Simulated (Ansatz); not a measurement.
Coupled-cluster run, CH$_{7}$NOSi, SMILES `CO[SiH2]N`.

```yaml
crystal:
  periodic: [false, false, false]
  atoms:
    - {symbol: C, position_ang: [-0.655289, 1.711898, 0.500176]}
    - {symbol: O, position_ang: [-0.610603, 0.508683, -0.227126]}
    - {symbol: Si, position_ang: [0.533790, -0.642676, 0.054277]}
    - {symbol: N, position_ang: [0.344704, -2.006883, -0.943744]}
    - {symbol: H, position_ang: [0.258442, 2.302924, 0.362292]}
    - {symbol: H, position_ang: [-1.501531, 2.301165, 0.142353]}
    - {symbol: H, position_ang: [-0.790659, 1.531753, 1.573753]}
    - {symbol: H, position_ang: [0.421908, -1.079924, 1.472275]}
    - {symbol: H, position_ang: [1.874577, -0.054955, -0.212073]}
    - {symbol: H, position_ang: [-0.403448, -2.661107, -0.783280]}
    - {symbol: H, position_ang: [0.593611, -1.967977, -1.918404]}
basis:
  gaussian: {orbitals: def2-SVP}
correlation: {method: ccsd_t}
```

```sh
$ ansatz run in.yaml --threads 2 --pin off --events-out ev --progress --plain
```

Log, shortened:

```
Functional definition: HF
945 factors; integrals over basis functions are off by at most 1.3e-3 eV
mean field evaluation 1: about -12514.7126 eV, gradient 3.8e1 eV
mean field evaluation 2: about -12514.7148 eV, gradient 3.8e1 eV
mean field evaluation 4: about -12517.8558 eV, gradient 3.3e0 eV
mean field evaluation 8: about -12517.8881 eV, gradient 1.4e-4 eV
mean field -12517.88814844 eV, -460.0239045259 hartree, gradient 1.2e-6 eV, S^2 0.000000; 0 other end points of the search recorded, 0 dependent functions left out
8 core orbitals not correlated: weight in the atoms' cores, before any rotation towards them, 1.000 or more for the frozen orbitals, at most 0.000 for the correlated occupied ones
reference -12517.88814844 eV, -460.0239045259 hartree; 13, 13 occupied and 74, 74 virtual orbitals, 945 factors
second order -16.26700064 eV of doubles, -0.00000000 eV of singles
cycle   1  -17.01242964 eV  change   -7.5e-1 eV  update   8.7e-2
cycle   2  -17.45122500 eV  change   -4.4e-1 eV  update   2.5e-2
cycle   3  -17.54558356 eV  change   -9.4e-2 eV  update   1.2e-2
cycle   4  -17.54251175 eV  change    3.1e-3 eV  update   2.7e-3
cycle   5  -17.54231642 eV  change    2.0e-4 eV  update   1.1e-3
cycle   6  -17.54242127 eV  change   -1.0e-4 eV  update   3.1e-4
cycle   7  -17.54225692 eV  change    1.6e-4 eV  update   1.0e-4
cycle   8  -17.54222924 eV  change    2.8e-5 eV  update   3.1e-5
perturbative correction -0.41378179 eV, -0.0152062003 hartree
Total energy: -12535.84415947 eV, -460.6837757602 hartree
```

Hardware: 2 threads of a server CPU on a shared host. Wall time 3.5 s, peak host memory 0.38 GiB.

Correlation energy per correlated electron: -0.691 eV. T1 diagnostic: 0.0105.
